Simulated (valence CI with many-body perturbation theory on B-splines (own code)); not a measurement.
## Cd³⁵⁺ in brief

Computed by valence CI with perturbative core correlation (CI+MBPT): three valence electrons over a frozen Dirac-Fock core [Ne], a basis of 11 s, 11 p, 9 d, 7 f, 5 g, 2 h, 1 i functions for each j, with the one-electron correlation potential Σ1 (screened to all orders), the two-electron term Σ2, the three-electron term Σ3, Breit, model QED; selected single and double excitations, second order for the rest (own B-spline code, finite nucleus).

No measured spectrum was set against this ion. As an estimate, large intervals hold to a few tenths of a per cent, small ones and those within an open d or f shell to about a per cent.

Levels are named by their leading jj configuration (3d3/2^4 stands for four electrons in 3d with j = 3/2), which in mixed levels can hold well under half, so a name can repeat and another be missing.

Rates and lifetimes use the calculated energies. Strong lines usually hold to 10 to 20 %, long lifetimes can be off by a factor of two.

(1) What is the ground level?

(2) Among levels below 33.415 Ry, which E1 lines absorb most strongly from the ground level?

(3) What is the ionisation energy?

(4) What are the static dipole polarisabilities of the lowest levels?

(5) How well does LS coupling describe the low levels?

(6) Name the longest-lived excited levels whose lifetime is computed, and their main decay.

(7) Where does the other parity begin?

## Answers

(1) (3s^2 3p1/2) J=1/2, composition 99 % 3s²3p ²P°, g = 0.659.

(2) to (3s^2 3d3/2) J=3/2 at 6.886 nm, f = 0.350; to (3s 3p1/2 3p3/2) J=1/2 at 8.321 nm, f = 0.191; to (3s 3p1/2 3p3/2) J=3/2 at 8.829 nm, f = 0.103.

(3) 2272.6 eV; NIST lists 2250 ± 10 eV (semi-empirical).

(4) (3s^2 3p1/2) J=1/2 0.0216 bohr³, of which the core gives 0.000322.

(5) Among the lowest 20 levels the leading LS term, summed over configurations, holds 70 % on average. For single configurations the figures are 66 % in LS and 84 % in jj coupling. Terms mix most in the J = 5/2 level at 18.976 Ry, where the leading one holds 37 %.

(6) (3s 3p3/2 3d5/2) J=9/2 at 21.805 Ry lives 2.76 μs, mostly by M1 to (3s 3p1/2 3d5/2) J=7/2; (3s^2 3p3/2) J=3/2 at 3.494 Ry lives 1.97 μs, mostly by M1 to (3s^2 3p1/2) J=1/2.

(7) At (3s 3p1/2^2) J=1/2, 6.158 Ry.
